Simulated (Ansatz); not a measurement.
Born–Oppenheimer molecular dynamics of BFH$_{4}$SSi (8 atoms, charge 0, multiplicity 1). It starts at the highest image of a converged band. Of that band: A structure lower than the first end lies on the path between it and the top, so the climb from that side starts below the end, which may itself be a saddle point or a shallow side well. A vibrational analysis at the climbing image gives one clearly imaginary mode, 408i cm⁻¹: a first-order saddle point.

Computed with Ansatz, RKS PBE-D4/6-31G*.

```
ensemble                      : NVE (velocity Verlet)
time step                     : 0.5 fs
steps asked                   : 200
starting velocities drawn for : 100 K
seed                          : 7007
```

First frame:

```xyz
8
Properties=species:S:1:pos:R:3
F -1.523 -1.437 0.512
B -0.883 -0.331 0.926
Si 0.640 0.440 0.002
S 1.595 -0.177 -1.822
H -1.294 0.316 1.860
H -0.906 0.850 -0.259
H 1.167 1.779 0.398
H 1.296 -1.497 -1.672
```

(1) How far do the bonds stretch over the last three quarters of this one trajectory? (Pairs bonded in most of those frames.)

Results:

(1) 
| bond | mean (Å) | spread (Å) | shortest | longest |
| --- | --- | --- | --- | --- |
| F1–B2 | 1.349 | 0.015 | 1.33 | 1.37 |
| B2–Si3 | 1.941 | 0.014 | 1.91 | 1.96 |
| B2–H5 | 1.209 | 0.013 | 1.19 | 1.23 |
| Si3–S4 | 2.144 | 0.011 | 2.13 | 2.17 |
| Si3–H6 | 1.638 | 0.027 | 1.59 | 1.69 |
| Si3–H7 | 1.497 | 0.038 | 1.44 | 1.55 |
| S4–H8 | 1.362 | 0.015 | 1.34 | 1.38 |

Mean temperature of the second half: 56 K. The conserved energy stayed within 0.057 meV per atom of its start (net change 0.047 meV per atom), so the integration is sound. The temperature averaged 0.56 of the 100 K drawn at the start: a run that starts near a minimum puts about half its kinetic energy into the potential. A run of 0.1 ps of so small a system gives no equilibrium averages. The orbitals stay closed-shell, which can raise the energy where a bond breaks towards radicals; this wasn't checked here.

The run took 12 min on 1 thread of Arm Neoverse N1, with other jobs on the host, peak memory 0.15 GiB.
